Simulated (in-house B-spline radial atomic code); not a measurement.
Ionisation energies along the 16-electron series, configuration [Ne] 3s2 3p4, as differences of self-consistent energies. NIST's values go from ground level to ground level; the uncertainty of those that are theory runs from under 0.1 % in few-electron ions to several per cent in heavy many-electron ones. Computed with an all-electron radial atomic-structure program (B-spline basis): non-relativistic Hartree-Fock, average of the configuration, point nuclei.

This level leaves out relativity, spin-orbit splitting included, which matters for heavy ions.

```csv
ion,configuration after,ionisation energy (eV),IE/(q+1)² (eV),-ε less Coulomb ΔSCF (eV),tabulated value (eV),tabulated kind,computed minus tabulated (eV)
Se18+,[Ne] 3s2 3p3,739.5,2.0486,0.73431,739.8,semi-empirical,-0.3
Br19+,[Ne] 3s2 3p3,809.1,2.0228,0.73503,809.8,semi-empirical,-0.7
Kr20+,[Ne] 3s2 3p3,?,?,?,?,semi-empirical,?
Rb21+,[Ne] 3s2 3p3,957.4,1.9782,0.73653,958.9,semi-empirical,-1.5
Sr22+,[Ne] 3s2 3p3,?,?,?,?,semi-empirical,?
Zr24+,[Ne] 3s2 3p3,1202.6,1.9242,0.73885,1205.4,semi-empirical,-2.8
Nb25+,[Ne] 3s2 3p3,1290.4,1.9089,0.73961,1293.7,semi-empirical,-3.3
```

Q: Fill in the row of Kr20+.

A: ionisation energy (eV): 881.8; IE/(q+1)² (eV): 1.9995; -ε less Coulomb ΔSCF (eV): 0.73577; tabulated value (eV): 882.8; computed minus tabulated (eV): -1.0.

Q: Fill in the row of Sr22+.

A: ionisation energy (eV): 1036.1; IE/(q+1)² (eV): 1.9587; -ε less Coulomb ΔSCF (eV): 0.7373; tabulated value (eV): 1038; computed minus tabulated (eV): -1.9.

Q: How far is this level of theory from the measured and semi-empirical values?

A: Over those 7 rows the differences run from -3.29 to -0.27 eV (mean absolute value 1.6 eV). The calculation leaves out relativity, correlation and, in open shells, the multiplet splittings that an average leaves out.
